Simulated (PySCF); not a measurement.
# Field gradients at the hydrogen positions

Species: C₆H₁₅N.
Structure used (PBE0-D3(BJ)/def2-SVP), in Å, numbered top down from 1:
```
atom  x, y, z in Å
C1     2.0637   -1.1806    0.4552
C2     1.5126    0.2206    0.6510
C3     0.3083    0.5362   -0.2394
C4    -0.1361    1.9911   -0.0730
N5    -0.7566   -0.4462   -0.0657
C6    -1.6492   -0.5576   -1.1863
C7    -1.4556   -0.3977    1.1914
H8     2.4425   -1.3175   -0.5707
H9     1.2739   -1.9293    0.6124
H10    2.8921   -1.3912    1.1481
H11    1.2382    0.3760    1.7095
H12    2.2927    0.9717    0.4409
H13    0.6469    0.4080   -1.2836
H14    0.6681    2.6796   -0.3719
H15   -0.3909    2.2174    0.9746
H16   -1.0171    2.2200   -0.6922
H17   -2.3140    0.3245   -1.3336
H18   -1.0762   -0.7028   -2.1152
H19   -2.3035   -1.4352   -1.0578
H20   -2.0626   -1.3094    1.3133
H21   -2.1433    0.4709    1.2974
H22   -0.7454   -0.3657    2.0305
```

Level: PBE0/pcSseg-1 (PySCF, non-relativistic); Q(2H) = 0.00286 b; rigid geometry, the same for H and D, with no vibrational averaging.

Task: Rank these positions by the coupling χzz of a deuteron there, largest first.
A. H13 (methine hydrogen)
B. H14 (methyl hydrogen)
C. H21 (methyl hydrogen)
D. H20 (methyl hydrogen)

Result: B (198 kHz), D (193 kHz), A (184 kHz), C (180 kHz).

Task: Tabulate Vzz, the asymmetry η and χzz = 234.96 MHz × Q × Vzz for every hydrogen position.

Result: 
```
atom  bonded to  bond length (Å)  Vzz (au)     η  χzz (kHz)
  H8         C1            1.102    0.2912  0.03        196
  H9         C1            1.100    0.2919  0.03        196
 H10         C1            1.100    0.2948  0.02        198
 H11         C2            1.105    0.2840  0.02        191
 H12         C2            1.103    0.2858  0.03        192
 H13         C3            1.105    0.2743  0.05        184
 H14         C4            1.100    0.2945  0.02        198
 H15         C4            1.102    0.2909  0.02        195
 H16         C4            1.101    0.2929  0.02        197
 H17         C6            1.114    0.2656  0.06        178
 H18         C6            1.101    0.2879  0.06        193
 H19         C6            1.102    0.2862  0.06        192
 H20         C7            1.102    0.2868  0.06        193
 H21         C7            1.113    0.2676  0.05        180
 H22         C7            1.100    0.2903  0.06        195
```

Task: How does χzz go with the bond length over the 15 C–H bonds?

Result: A straight-line fit has a slope of -13.1 kHz for each 0.01 Å, with a correlation coefficient of -0.95, over lengths from 1.100 to 1.114 Å. The longer bonds have the smaller couplings here.

Task: Give the 2H NMR doublet splittings at H11 for a magnetic field along the z, y and x axes of the gradient: 3χ/2, 3χ(1 + η)/4, 3χ(1 − η)/4.

Result: With |χ| = 190.8 kHz and η = 0.022: 286, 146 and 140 kHz, to first order and without motion.

The structure is a single PBE0-D3(BJ)/def2-SVP conformer in the gas phase; no vibrational or solvent corrections. These gradients aren't converged with respect to the basis.
